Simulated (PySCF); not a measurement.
A structure optimised at PBE-D3(BJ)/def2-SVP, used in a PySCF frequency run:

```xyz
7

Hf    -0.1184    -0.0230     0.0000
Cl     0.4793     2.2619     0.0000
Cl     0.6078    -1.0439     1.9946
Cl     0.6078    -1.0439    -1.9946
N     -2.1212    -0.1434     0.0000
H     -2.7196    -0.1500     0.8352
H     -2.7196    -0.1500    -0.8352
```
Charge 0, spin multiplicity 1.

Q: Write its SMILES, formula and point group.

A: [NH2][Hf]([Cl])([Cl])[Cl], Cl3H2HfN, Cs

Q: What are its rotational constants (standard atomic weights)?

A: 1.3520, 1.2692, 0.93151 GHz
